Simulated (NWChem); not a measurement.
System: C₂H₅NOSi; SMILES O[Si@@H]1C=NC1

Here is an NWChem input.

```
start job
memory heap 200 mb stack 900 mb global 1100 mb
geometry units angstroms noautosym nocenter noautoz
  O      0.000215    -2.054341     0.450307
  Si     0.022806    -0.574981    -0.348998
  C      1.105802     0.927388     0.067494
  N      0.116257     1.770400     0.104245
  C     -1.115177     0.927412     0.035883
  H     -0.005812    -2.004891     1.422323
  H      0.079909    -0.970320    -1.797232
  H      2.153775     1.279523     0.144735
  H     -1.840610     1.300372    -0.717949
  H     -1.630130     0.933125     1.019626
end
basis spherical
  * library 6-31g*
end
dft
  xc m05-2x
  iterations 150
end
cosmo
  do_cosmo_smd true
  solvent cychexon
end
task dft energy
```

Excerpt of the output:

```
             Northwest Computational Chemistry Package (NWChem) 7.3.0
             --------------------------------------------------------

                             Geometry "geometry" -> ""
                             -------------------------

 Output coordinates in angstroms (scale by  1.889725989 to convert to a.u.)

  No.       Tag          Charge          X              Y              Z
 ---- ---------------- ---------- -------------- -------------- --------------
    1 O                    8.0000     0.00021500    -2.05434100     0.45030700
    2 Si                  14.0000     0.02280600    -0.57498100    -0.34899800
    3 C                    6.0000     1.10580200     0.92738800     0.06749400
    4 N                    7.0000     0.11625700     1.77040000     0.10424500
    5 C                    6.0000    -1.11517700     0.92741200     0.03588300
    6 H                    1.0000    -0.00581200    -2.00489100     1.42232300
    7 H                    1.0000     0.07990900    -0.97032000    -1.79723200
    8 H                    1.0000     2.15377500     1.27952300     0.14473500
    9 H                    1.0000    -1.84061000     1.30037200    -0.71794900
   10 H                    1.0000    -1.63013000     0.93312500     1.01962600

 Effective nuclear repulsion energy (a.u.)     217.8791849657

                                 NWChem DFT Module
                                 -----------------

 Summary of "ao basis" -> "ao basis" (spherical)
 ------------------------------------------------------------------------------
       Tag                 Description            Shells   Functions and Types
 ---------------- ------------------------------  ------  ---------------------
 O                           6-31g*                  6       14   3s2p1d
 Si                          6-31g*                  8       18   4s3p1d
 C                           6-31g*                  6       14   3s2p1d
 N                           6-31g*                  6       14   3s2p1d
 H                           6-31g*                  2        2   2s

 in cosmo_initialize ...
 calling solv_data for solv:cychexon

 solvent parameters
 solvname_short: cychexon
 solvname_long:  cyclohexanone
 dielec:       15.6190
 dielecinf:     2.1045
 nonaqueous SMD model solvent descriptors
 dielec:       15.6190
 sola:          0.0000
 solb:          0.5600
 solc:          0.0000
 solg:         49.7600
 solh:          0.0000
 soln:          1.4507

          ---------------
          -cosmo- solvent
          ---------------
 Cosmo: York-Karplus, doi: 10.1021/jp992097l
 dielectric constant -eps-     =  15.62
 screen = (eps-1)/(eps    )    =   0.93598
 surface charge correction     = lagrangian

   van der Waals surface
 --------------------------

[...]

                                COSMO-SMD solvation results
                                ---------------------------

             internal energy in gas <Psi(g)|H|Psi(g)> =      -498.608476491533
         internal energy in solvent <Psi(s)|H|Psi(s)> =      -498.607218482177
                               delta internal energy  =         0.001258009356 (    0.79 kcal/mol)
   total free energy in solvent <Psi(s)|H+V/2|Psi(s)> =      -498.618473651809
 polarization energy contribution <Psi(s)|V/2|Psi(s)> =        -0.011255169632 (   -7.06 kcal/mol)
    total free energy in solvent including G(SMD-CDS) =      -498.617133418643
                       G(SMD-CDS) energy contribution =         0.001340233166 (    0.84 kcal/mol)
     1 M fixed-concentration free energy of solvation =        -0.008656927110 (   -5.43 kcal/mol)

                       DFT Final Molecular Orbital Analysis
                       ------------------------------------

 Vector   21  Occ=2.000000D+00  E=-3.676081D-01
              MO Center=  7.6D-02,  1.2D+00,  6.4D-02, r^2= 2.3D+00
   Bfn.  Coefficient  Atom+Function         Bfn.  Coefficient  Atom+Function
  ----- ------------  ---------------      ----- ------------  ---------------
    51      0.371029   4 N  pz               37      0.341708   3 C  pz
    55      0.271007   4 N  pz               41      0.244814   3 C  pz
    65     -0.210682   5 C  pz               84     -0.153324  10 H  s
    83     -0.150725  10 H  s                82      0.138258   9 H  s
    81      0.122349   9 H  s                69     -0.107635   5 C  pz

 Vector   22  Occ=2.000000D+00  E=-3.515973D-01
              MO Center= -1.4D-01,  2.0D-01,  5.3D-03, r^2= 3.1D+00
   Bfn.  Coefficient  Atom+Function         Bfn.  Coefficient  Atom+Function
  ----- ------------  ---------------      ----- ------------  ---------------
    64     -0.273105   5 C  py               21     -0.270881   2 Si px
     3      0.258466   1 O  px               36      0.230684   3 C  py
    63      0.221594   5 C  px                7      0.215596   1 O  px
    68     -0.205911   5 C  py               38     -0.200814   3 C  s
    66      0.192631   5 C  s                35      0.163233   3 C  px

 Vector   23  Occ=2.000000D+00  E=-3.023189D-01
              MO Center=  1.2D-01,  9.7D-01, -2.6D-02, r^2= 3.1D+00
   Bfn.  Coefficient  Atom+Function         Bfn.  Coefficient  Atom+Function
  ----- ------------  ---------------      ----- ------------  ---------------
    50      0.439302   4 N  py               54      0.356201   4 N  py
    36     -0.220013   3 C  py               52      0.215786   4 N  s
    64     -0.215988   5 C  py               22      0.207812   2 Si py
    24      0.195587   2 Si s                78     -0.192820   7 H  s
     4     -0.161427   1 O  py               20      0.158240   2 Si s

 Vector   24  Occ=0.000000D+00  E= 1.456179D-02
              MO Center=  4.9D-01,  8.5D-01,  7.8D-02, r^2= 2.8D+00
   Bfn.  Coefficient  Atom+Function         Bfn.  Coefficient  Atom+Function
  ----- ------------  ---------------      ----- ------------  ---------------
    55      0.501058   4 N  pz               41     -0.446290   3 C  pz
    51      0.419804   4 N  pz               27     -0.357294   2 Si pz
    37     -0.334260   3 C  pz               78     -0.282968   7 H  s
     6      0.249347   1 O  s                26      0.185051   2 Si py
    84     -0.127170  10 H  s                23     -0.124600   2 Si pz

 Vector   25  Occ=0.000000D+00  E= 8.885947D-02
              MO Center=  4.5D-01, -7.3D-01, -2.5D-01, r^2= 4.2D+00
   Bfn.  Coefficient  Atom+Function         Bfn.  Coefficient  Atom+Function
  ----- ------------  ---------------      ----- ------------  ---------------
    25      0.897244   2 Si px               66      0.630626   5 C  s
    38     -0.558834   3 C  s                26     -0.434655   2 Si py
     6     -0.431005   1 O  s                21      0.285381   2 Si px
    27      0.262583   2 Si pz               40      0.223307   3 C  py
     7     -0.222163   1 O  px               24      0.217343   2 Si s

 Vector   26  Occ=0.000000D+00  E= 9.530436D-02
              MO Center= -4.5D-01, -8.0D-01, -3.9D-02, r^2= 4.5D+00
   Bfn.  Coefficient  Atom+Function         Bfn.  Coefficient  Atom+Function
  ----- ------------  ---------------      ----- ------------  ---------------
     6      0.709710   1 O  s                26      0.678107   2 Si py
    25      0.564509   2 Si px               24     -0.528160   2 Si s
    66      0.364117   5 C  s                41      0.309201   3 C  pz
    76     -0.303429   6 H  s                38     -0.294418   3 C  s
    52     -0.265689   4 N  s                78      0.265667   7 H  s

     Multipole analysis of the density
     ---------------------------------

     L   x y z        total         alpha         beta         nuclear
     -   - - -        -----         -----         ----         -------
     0   0 0 0     -0.000000    -23.000000    -23.000000     46.000000

     1   1 0 0     -0.045325      0.132593      0.132593     -0.310510
     1   0 1 0     -0.515714      0.143760      0.143760     -0.803234
     1   0 0 1      0.624218      0.181752      0.181752      0.260714

     2   2 0 0    -24.296319    -57.841237    -57.841237     91.386155
     2   1 1 0     -0.173630     -0.045096     -0.045096     -0.083438
     2   1 0 1      0.003351     -0.000254     -0.000254      0.003858
     2   0 2 0    -35.040827   -160.027341   -160.027341    285.013854
     2   0 1 1     -2.653247      5.152892      5.152892    -12.959031
     2   0 0 2    -24.456662    -30.561487    -30.561487     36.666312
```

Level: M05-2X/6-31G* (spherical d), SMD on the gas-phase geometry. All runs use the structure optimised with PBE-D3(BJ)/def2-SVP. Solvent: cyclohexanone.
